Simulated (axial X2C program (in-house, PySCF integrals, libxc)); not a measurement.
# Photoelectron levels of HfN⁻ by EOM-IP-CCSD

Calculated with an in-house all-electron X2C program for linear molecules (integrals from PySCF): two-component X2C with atomic mean-field Coulomb and Gaunt terms, Gaussian nuclei, basis Hf dyall-acv3z, N dyall-av3z with contracted cores.

R = 1.731 Å (near the PBE0 minimum at charge -1 of the determinant lowest at the starting distance; the state shown can have its own minimum elsewhere).

Vertical detachment energies of HfN⁻ to the states of HfN:

| Ω of HfN | vertical detachment energy (eV) | above lowest (cm⁻¹) | ionised spinor | one-hole weight |
| --- | --- | --- | --- | --- |
| 1/2 | 2.090 | 0 | 63% Hf sσ, 12% Hf pσ, 10% N pσ | 0.96 |
| 1/2 | 2.920 | 6696 | 61% N pσ, 18% Hf dσ, 9% Hf pσ | 0.90 |
| 3/2 | 3.363 | 10272 | 61% N pπ, 30% Hf dπ | 0.90 |
| 1/2 | 3.464 | 11086 | 59% N pπ, 29% Hf dπ | 0.90 |

(1) What is the splitting of the first π pair in the table, and is it regular or inverted?

This point took 17 s on 1 thread of Arm Neoverse V2, on a shared host.

Reference electrons by ω block (each with its −ω partner): 1/2: 24, 3/2: 11, 5/2: 4, 7/2: 1. 18 electrons of HfN⁻ correlated (inner shells frozen), 84 natural virtual spinors (a truncated set); levels can be off by some tenths of an eV. Roots sought by Ω: (1/2: 4, 3/2: 3, 5/2: 1); rows need 60 % one-particle weight and stop where some Ω has no more roots. Missing are any skipped roots, higher Ω and states of a further excitation; these come out far too high here and may in truth be low or lowest. T1 of the reference 0.034 (Lee–Taylor). Number of frozen shells: Hf 4 s, 3 p, 2 d, 1 f; N 1 s. Large amplitudes in the reference (orbital relaxation or multireference character) lower the reliability.

Answers

(1) E(3/2) − E(1/2) = 10272 − 11086 = -814 cm⁻¹ at EOM-IP-CCSD: inverted, Ω = 3/2 lower. Splittings at this level can be off by ten to twenty per cent.
